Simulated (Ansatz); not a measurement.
`C[Si](F)(F)C#N` + H₂ → `N#C[SiH](F)F` + CH₄  (hydrogenolysis of the Si–C bond)

Calculated with Ansatz (gas phase, PBE0-D4/def2-TZVP geometries, no zero-point term in ΔE). CCSD(T)/CBS adds triple-zeta CCSD(T) − MP2 to the extrapolated MP2 energy (def2 sets, frozen cores). This one scheme is used for every species. DFT in def2-TZVPP. B3LYP here is the variant with VWN-RPA as its local correlation; programs differ in this.

```csv
level,ΔE (kJ/mol)
B3LYP-D4,-5.6
r2SCAN,-0.9
```

(1) What does CCSD(T)/CBS give? (Best estimate.)

(2) What do rigid-rotor, harmonic-oscillator terms from PBE0-D4/def2-TZVP frequencies (298.15 K, 1 bar) make of the CCSD(T)/CBS value? (An estimate is asked.)

Largest T1 diagnostic among the species: 0.013.

Results:

(1) Computed: -4.3 kJ/mol. The listed levels differ from it by -1.3, 3.4 kJ/mol.

(2) The calculation gave: ΔZPE = +16.8 kJ/mol, ΔH = +8.9 kJ/mol, ΔS = 18 J/(mol·K), ΔG = +3.4 kJ/mol.

In def2-TZVPP, CCSD(T) changes the Hartree–Fock value by +19.1 kJ/mol (the triples alone add +3.5 kJ/mol) and MP2 by +22.5 kJ/mol. Leaving LDA and LC-ωPBE aside and taking each functional with its dispersion term where it has one, the values, not all of them listed here, spread over 13.7 kJ/mol, from B2PLYP to revPBE-D4. LDA lies +9.0 kJ/mol from PBE without D4.
